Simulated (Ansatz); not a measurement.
CH6N2Si (`C=N[SiH2]N`), 10 atoms. Charge 0, multiplicity 1. All runs use 2 threads of an Intel Xeon Platinum 8488C on a shared host. Correlated methods freeze the cores.

Give the basis size and wall time and peak host memory of each of these runs in Ansatz. direct RPA on PBE orbitals/def2-TZVPP energy; RKS PBE0-D4/def2-TZVPP energy; RKS PBE0-D4/def2-QZVPP energy; RKS ωB97M-V/def2-QZVPP energy; RHF-CCSD(T)/def2-SVP energy; RKS r2SCANh-D4/def2-TZVPP energy; RKS LC-ωPBE/def2-TZVPP energy; RKS PBE0-D4/def2-TZVP relaxation (12 steps); RKS PBE0-D4/def2-SVP energy; RKS ωB97M-V/def2-SVP energy; RHF-MP2/def2-QZVPP energy; RKS PBE0-D4/def2-TZVP frequencies. (Best estimate.)

Ansatz gave: Other jobs shared the machine, so times are rough.

```
                                level                    job  functions  wall time  peak host memory (GiB)
                 RKS PBE0-D4/def2-SVP                 energy         90     0.95 s                    0.18
               RKS PBE0-D4/def2-TZVPP                 energy        219      2.3 s                    0.43
               RKS LC-ωPBE/def2-TZVPP                 energy        219      2.9 s                    0.34
                 RKS ωB97M-V/def2-SVP                 energy         90      3.4 s                    0.26
                 RHF-CCSD(T)/def2-SVP                 energy         90        4 s                    0.33
direct RPA on PBE orbitals/def2-TZVPP                 energy        219      4.6 s                     0.5
            RKS r2SCANh-D4/def2-TZVPP                 energy        219      4.8 s                    0.45
               RKS PBE0-D4/def2-QZVPP                 energy        421      7.5 s                     1.1
               RKS ωB97M-V/def2-QZVPP                 energy        421       14 s                     1.4
                   RHF-MP2/def2-QZVPP                 energy        421       19 s                       2
                RKS PBE0-D4/def2-TZVP  relaxation (12 steps)        166       33 s                    0.36
                RKS PBE0-D4/def2-TZVP            frequencies        166    2.3 min                    0.37
```

LC-ωPBE has ω = 0.4 bohr⁻¹.
